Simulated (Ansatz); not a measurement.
Calculated with Ansatz (gas phase, PBE0-D4/def2-TZVP geometries, no zero-point term in ΔE). CCSD(T)/CBS is the MP2 limit (def2-TZVPP, def2-QZVPP) plus CCSD(T) − MP2 in def2-TZVPP, frozen cores. DFT in def2-TZVPP. Each species was taken in one conformer, which may not be the lowest.

Reaction (isomerisation): `C[SiH]([AlH2])[SiH3]` → `[AlH2][SiH2]C[SiH3]`

CCSD(T)/CBS gives -5.5 kJ/mol.

Problem. Another level gave +1.0 kJ/mol. Which?
A. PBE-D4/def2-TZVPP
B. MP2/def2-TZVPP
C. r2SCAN-D4/def2-TZVPP
D. HF/def2-TZVPP

Solution. A. PBE-D4 1.0, MP2/def2-TZVPP -9.8, HF/def2-TZVPP 7.1, r2SCAN-D4 -3.7 kJ/mol.

Largest T1 diagnostic among the species: 0.012.

In def2-TZVPP, CCSD(T) changes the Hartree–Fock value by −11.7 kJ/mol (the triples alone add −1.8 kJ/mol) and MP2 by −16.9 kJ/mol. From PBE to PBE0 (25 % exact exchange), in def2-TZVPP and without D4, ΔE moves by −3.2 kJ/mol.

CCSD(T)/CBS has its own doubt, a few kJ/mol and more with outer-core shells, so smaller differences from it don't rank the levels.
